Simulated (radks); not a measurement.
Trend from Li+ to Ne+: ionisation energy by Delta-SCF between NIST ground configurations, and size. Calculated with a radial shooting solver on a logarithmic mesh with Libxc functionals: Dirac Kohn-Sham, LDA (Slater exchange, Perdew-Wang correlation), spin-unpolarised, spherical densities, finite nucleus; open shells fill j = l - 1/2 first; Fermi nuclear charge, rms radius of each element as measured or else 0.836 A^(1/3) + 0.57 fm.

species  configuration  configuration of the ion  IE (eV)  NIST (eV)       kind   -e(HOMO) (eV)  r at 0.001 e/bohr^3 (bohr)
Li+               [He]                       1s1   78.138     75.640     theory  59.596 (1s1/2)                        1.86
Be+           [He] 2s1                      [He]   17.773     18.211       exp.  13.640 (2s1/2)                        3.47
B+            [He] 2s2                  [He] 2s1   25.298     25.155       exp.  19.411 (2s1/2)                        3.34
C+        [He] 2s2 2p1                  [He] 2s2   24.266     24.383       exp.  17.126 (2p1/2)                        3.18
N+        [He] 2s2 2p2              [He] 2s2 2p1   28.985     29.601  semi-emp.  20.826 (2p1/2)                        3.03
O+        [He] 2s2 2p3              [He] 2s2 2p2   33.687     35.121       exp.  24.566 (2p3/2)                        2.88
F+        [He] 2s2 2p4              [He] 2s2 2p3   38.481     34.971       exp.  28.425 (2p3/2)                        2.75
Ne+       [He] 2s2 2p5              [He] 2s2 2p4   43.358     40.963       exp.  32.390 (2p3/2)                        2.63

Reference values: NIST Atomic Spectra Database (exp. = measured, semi-emp. = semi-empirical, theory = theoretical value adopted there). Spin polarisation and multiplet splitting are left out, so open shells lie too high by an amount that depends on their filling.

Beside tabulated values, note that spin-unpolarised runs miss the spin-polarisation part of the exchange energy of open shells.
